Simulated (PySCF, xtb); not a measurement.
C₂H₅BFN, SMILES C(=C)B(N)F. The values are those of a single conformer.

Harmonic wavenumbers (cm⁻¹) from GFN2-xTB run with xtb at its own minimum, in rising order: 48, 202, 334, 368, 433, 529, 567, 640, 743, 827, 925, 1019, 1041, 1197, 1296, 1368, 1426, 1520, 1671, 3043, 3080, 3096, 3509, 3564.

Problem. What does PySCF with PBE-D3(BJ)/def2-SVP give at its own minimum? (Estimate from the structure and the level; the computed values follow.)

Solution. 72, 203, 350, 392, 431, 480, 564, 694, 740, 850, 938, 989, 1015, 1209, 1287, 1366, 1400, 1545, 1647, 3046, 3068, 3137, 3530, 3640. Paired by order, the mean absolute difference is 22 cm⁻¹ and the zero-point energies are 46.4 and 46.6 kcal/mol.
